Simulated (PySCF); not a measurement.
Sn(H)(Cl)2(OMe) (CH4Cl2OSn), SMILES [SnH]([Cl])([Cl])[O]C.

Geometry: B3LYP-D3(BJ)/def2-SVP. The structure was generated by enumeration; whether it is a known compound was not checked. The def2 effective core potentials stand for the cores of Sn; spin–orbit coupling is left out. One conformer was computed; it need not be the lowest.

Two levels are set side by side: PBE/def2-TZVP (PySCF) and CAM-B3LYP/def2-TZVP (PySCF). Same geometry, gas phase. Differences are taken from unrounded values.

| quantity | CAM-B3LYP | PBE | PBE minus CAM-B3LYP |
|---|---|---|---|
| orbital gap (eV) | 8.65 | 3.70 | -4.95 |
| highest occupied level (eV) | -9.81 | -6.78 | 3.03 |
| lowest empty level (eV) | -1.16 | -3.08 | -1.92 |
| dipole moment (D) | 1.30 | 1.30 | 0.00 |
| mean polarisability (bohr³) | 76.6 | 81.1 | 4.5 |

Without exact exchange PBE keeps part of each electron's self-repulsion, which lifts occupied levels and narrows the gap. PBE's more diffuse valence density responds more strongly to a field. Differences between two approximate levels are no errors against the true value.

Rough cost on one machine, each run with all the roots and properties that it gave: CAM-B3LYP against PBE within a factor of 2.
